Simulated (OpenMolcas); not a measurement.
**W4+ in a ligand field**

W4+ with 6 ligands (ammonia) in octahedral coordination (S6) at 2.08 Å. Ligand basis ANO-RCC-VDZP.

```yaml
Program: OpenMolcas 26.06
Method: SS-CASPT2, IPEA 0.25 Eh, imaginary shift 0.1 Eh (the lowest 17 gerade and 15 ungerade orbitals frozen, chosen by energy and not by shell, so the metal 5p can be frozen and 4f correlated)
Basis: ANO-RCC-VDZP [7s6p4d2f1g]
Scalar_Hamiltonian: DKH2, point nucleus
Active_space: 2 electrons in 5 orbitals (5d)
State_averaging: 2S+1 = 3 even, 10 roots; 2S+1 = 1 even, 15 roots
Spin-orbit_coupling: state interaction with AMFI integrals over the reference wave functions
```

The lowest spin-free states, above the lowest:

```
   State  Degeneracy  E (cm-1)
2S+1 = 3           2         0
2S+1 = 3           1       510
2S+1 = 1           1      7770
2S+1 = 1           2      8070
2S+1 = 1           2      8610
2S+1 = 1           1     19330
2S+1 = 3           2     51040
2S+1 = 3           1     51310
2S+1 = 3           2     56880
2S+1 = 3           1     57170
2S+1 = 1           2     58250
2S+1 = 1           1     58450
2S+1 = 1           2     60440
2S+1 = 1           1     60740
2S+1 = 3           1    103590
2S+1 = 1           2    110840
2S+1 = 1           1    118930
```

The lowest levels with spin-orbit coupling:

| E (cm-1) | Degeneracy | 2S+1 | g |
| --- | --- | --- | --- |
| 0 | 2 | 3 | 0.00 0.00 1.45 |
| 210 | 2 | 3 | 0.00 0.00 0.02 |
| 350 | 1 | 3 |  |
| 3430 | 1 | 3 |  |
| 3700 | 2 | 3 | 0.00 0.00 1.32 |
| 4430 | 1 | 3 |  |
| 10010 | 1 | 1 |  |
| 10380 | 2 | 1 | 0.00 0.00 1.67 |
| 10850 | 2 | 1 | 0.00 0.00 3.35 |
| 21900 | 1 | 1 |  |
| 52020 | 1 | 3 |  |
| 52500 | 1 | 3 |  |
| 52570 | 2 | 3 | 0.00 0.00 1.75 |
| 53500 | 2 | 3 | 0.00 0.00 4.47 |
| 53710 | 2 | 3 | 0.00 0.00 2.39 |
| 53760 | 1 | 3 |  |
| 57580 | 1 | 3 |  |
| 58220 | 1 | 3 |  |
| 58370 | 2 | 3 | 0.00 0.00 2.11 |
| 58510 | 2 | 3 (55 %) | 0.00 0.00 0.61 |

Powder χT (cm3 K/mol): 0.0669 at 2 K, 0.0727 at 10 K, 0.101 at 50 K, 0.132 at 100 K, 0.17 at 200 K, 0.197 at 300 K. The effective moment at 300 K is 2.828 √(χT) = 1.25 μB.

The lowest level has 2S+1 = 3, for which the spin-only value is χT = S(S+1) / 2 = 1.000 cm3 K/mol (g = 2). The computed 0.197 at 300 K differs by -0.803, through orbital momentum, spin-orbit coupling and any other state in reach.

Roots that are degenerate in the reference are averaged as groups; the widest CASPT2 spread within a group is 70 cm-1 (the 2-fold group of multiplicity 3 near 56900 cm-1 above the lowest state of its run). Shifts and gaps below about the spread of the groups concerned are not significant. Over all roots computed the reference weight is 0.70; a low but even weight reflects the number of correlated electrons. An orbital doublet at a regular site is open to a Jahn-Teller distortion, which this geometry leaves out. The least metal-like active orbital is 67 % on the metal (Löwdin) and no ligand orbital is active, so the numbers are rough. Ligand-to-metal charge-transfer states are missing. With no ligand orbital active B as a rule stays too high, so bands that hang on it stand too high and its fall with covalency is understated. With one d shell and no ligand orbital active, 10Dq can be off by a tenth or more. No measured value stands beside these numbers; the geometry is a model, was not optimised and need not be the one that this ion takes.

With an even number of electrons the g values are those of a degenerate or nearly degenerate non-Kramers pair.
